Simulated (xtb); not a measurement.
CH7GeNO, SMILES C[NH][GeH2][OH]. All values are semi-empirical tight-binding results from xtb (GFN2-xTB unless named), good for trends rather than for accurate numbers. Coordinates come from a GFN2-xTB optimisation. This is a generated structure with no PubChem entry under its InChIKey; it may be hypothetical. Other conformers were not sampled.

Optimised geometry:

Bonded distances (Å): C1–N2 1.450, C1–H5 1.089, C1–H6 1.093, C1–H7 1.096, N2–Ge3 1.806, N2–H8 1.009, Ge3–O4 1.750, Ge3–H9 1.503, Ge3–H10 1.490, O4–H11 0.955. Angles (°): N2–C1–H5 108.4, N2–C1–H6 110.3, N2–C1–H7 113.1, H5–C1–H6 108.5, H5–C1–H7 108.0, H6–C1–H7 108.5, C1–N2–Ge3 123.1, C1–N2–H8 111.8, Ge3–N2–H8 118.7, N2–Ge3–O4 114.0, N2–Ge3–H9 106.6, N2–Ge3–H10 109.4, O4–Ge3–H9 110.9, O4–Ge3–H10 100.1, H9–Ge3–H10 116.1, Ge3–O4–H11 119.2.

For metal compounds this method's bond lengths and energies can be far off.

```yaml
orbital_gap: 7.01 eV
zero_point_energy: 49.7 kcal/mol
G − E(el) at 298.15 K (modified RRHO): 30.1 kcal/mol
```

Give the atomic charges and the Wiberg bond orders between heavy atoms. (The exact figures need the calculation; the answer reports its results.)

charges (e) C1 -0.02, N2 -0.30, Ge3 0.25, O4 -0.46, H5 0.05, H6 0.03, H7 0.02, H8 0.15, H9 -0.02, H10 0.00, H11 0.30. Bond orders C1–N2 1.02, N2–Ge3 1.05, Ge3–O4 1.15.
